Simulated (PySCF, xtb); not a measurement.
diphosphane cation (H4P2), SMILES PP (connectivity only; charge and spin as stated), charge +1, multiplicity 2.

Harmonic wavenumbers (cm⁻¹) from GFN2-xTB run with xtb 6.7.1 at its own minimum, in rising order: 234, 349, 472, 501, 666, 778, 986, 988, 2247, 2248, 2305, 2314.

**Question.** What does PySCF with PBE0-D3(BJ)/def2-TZVP give at its own minimum? (The exact figures need the calculation; the answer reports its results.)

**Answer.** 283, 356, 503, 566, 790, 823, 1048, 1051, 2446, 2451, 2476, 2485. Paired by order, the mean absolute difference is 99 cm⁻¹ and the zero-point energies are 20.1 and 21.8 kcal/mol.
